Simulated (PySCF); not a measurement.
# Potential energy of BeZn⁺ along the bond

Set-up: Be x2c-SVPall, Zn x2c-SVPall; spin-free X2C with a Gaussian nucleus (PySCF 2.14). Energies in eV from Be⁺ + Zn in their ground configurations at the same level. State: ²Σ⁺ (doublet), unpaired electrons σ ↑.

All columns are LDA. A positive dipole points towards Zn; it is taken about the centre of mass and depends on that origin.

| R (Å) | E (eV) | μ (D) | Mulliken charge on Be (basis-dependent) | HOMO (eV) | LUMO (eV) | Mayer bond order | ⟨S²⟩ |
| --- | --- | --- | --- | --- | --- | --- | --- |
| 2.065 | -1.689 | -3.14 | 0.62 | -10.98 | -9.81 | 0.93 | 0.75 |
| 2.161 | -1.831 | -3.43 | 0.60 | -11.02 | -9.87 | 0.90 | 0.75 |
| 2.257 | -1.900 | -3.72 | 0.59 | -11.07 | -9.94 | 0.87 | 0.75 |
| 2.329 | -1.917 | -3.95 | 0.58 | -11.10 | -9.99 | 0.84 | 0.75 |
| 2.401 | -1.911 | -4.18 | 0.58 | -11.14 | -10.04 | 0.82 | 0.75 |
| 2.473 | -1.887 | -4.41 | 0.57 | -11.18 | -10.09 | 0.80 | 0.75 |
| 2.569 | -1.836 | -4.73 | 0.57 | -11.22 | -10.15 | 0.77 | 0.75 |
| 2.689 | -1.752 | -5.14 | 0.57 | -11.28 | -10.24 | 0.74 | 0.75 |
| 2.833 | -1.635 | -5.63 | 0.57 | -11.34 | -10.34 | 0.70 | 0.75 |
| 3.025 | -1.473 | -6.30 | 0.57 | -11.41 | -10.46 | 0.66 | 0.75 |

A fit through these points gives, at Re = 2.343 Å, μ = -3.99 D and dμ/dR = -3.17 D/Å; the reduced mass is 7.899 u.

Question: How strong is the fundamental in the double-harmonic approximation, I = 42.26·(dμ/dR)²/μred km/mol?

Answer: I = 42.26·(-3.17)²/7.899 = 53.8 km/mol at LDA.

For an ion De counts to the pair picked by the measured ionisation energies or electron affinities, which need not be the lowest pair at this level. The state is the lowest determinant that a PBE0 search found; another state may lie lower at other levels.
